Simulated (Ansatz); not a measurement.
Cost and result for the atomization energy of C$_{2}$H$_{4}$AlFO (`[OH][Al]1[CH2][CH]1F`) (9 atoms, 9 bonds).

```xyz
9

O    -1.0638    0.3002   -2.3723
Al   -0.2985    0.0688   -0.8924
C    -0.2572   -0.3564    0.9641
C     1.1019    0.1730    0.4000
F     1.6968    1.1943    1.1104
H    -1.9366   -0.0152   -2.6010
H    -0.8150    0.4811    1.4082
H    -0.2457   -1.1938    1.6587
H     1.8181   -0.6520    0.3242
```

The species carries charge 0 and has multiplicity 1. The structure was optimised at the PBE0-D4/def2-TZVP level. It is one conformer, not always the lowest. Program: Ansatz. All runs use 2 threads of an Arm Neoverse N1 on a shared host. Times are those of one run each, without the atoms' runs, and a repeat can differ threefold. Electronic energies, without spin–orbit coupling; frozen cores. CCSD(T)/CBS adds CCSD(T) − MP2 in def2-TZVPP to the MP2 limit, and its time is that of the two runs behind it. T1 = 0.013. B3LYP takes the VWN-RPA correlation (the form of Gaussian; ORCA's B3LYP/G). HSE06 is the plane-wave form, built on full-range PBE exchange.

CCSD(T)/CBS is a level of theory with its own doubt, some kJ/mol a heavy atom from the limit and from the frozen cores, so smaller differences don't rank the functionals.

```
                            level  functions  wall time  atomization (kJ/mol)  difference from CCSD(T)/CBS  per bond
             revPBE-D4/def2-TZVPP        222      4.8 s                3335.4                        -15.8      -1.8
  PBE-D4/def2-TZVPP (with forces)        222        6 s                3443.2                         92.0      10.2
               PBE0-D4/def2-TZVPP        222        7 s                3349.0                         -2.2      -0.2
              BHLYP-D4/def2-TZVPP        222      7.5 s                3192.9                       -158.3     -17.6
              HSE06-D4/def2-TZVPP        222      7.5 s                3352.3                          1.1       0.1
B3LYP-D4/def2-TZVPP (with forces)        222       11 s                3328.5                        -22.7      -2.5
                 CCSD(T)/def2-SVP         94       11 s                3140.8                       -210.4     -23.4
                B2PLYP/def2-TZVPP        222       13 s                3307.2                        -44.0      -4.9
                B97M-V/def2-TZVPP        222       22 s                3357.2                          6.0       0.7
 ωB97M-V/def2-TZVPP (with forces)        222       27 s                3357.1                          5.9       0.7
                   MP2/def2-QZVPP        418       47 s                3413.2                         62.0       6.9
               CCSD(T)/def2-TZVPP        222    4.7 min                3251.2                       -100.0     -11.1
                CCSD(T)/CBS(def2)          –    5.5 min                3351.2                          0.0       0.0
```

In def2-TZVPP, CCSD(T) changes the Hartree–Fock value by +924.3 kJ/mol (the triples alone add +62.5 kJ/mol) and MP2 by +1026.8 kJ/mol; breaking electron pairs costs correlation energy, which Hartree–Fock lacks. The D4 term adds +23.2 kJ/mol with B3LYP and +12.0 kJ/mol with PBE0; it sums over pairs of atoms, weighted by their polarisabilities, and B3LYP, whose exchange is more repulsive, gets the larger term. At CCSD(T), def2-SVP lies −210.4 kJ/mol from the extrapolated value and def2-TZVPP −100.0 kJ/mol: correlation converges slowly with the basis, and small sets miss more of it in the bonded molecule than in its fragments.
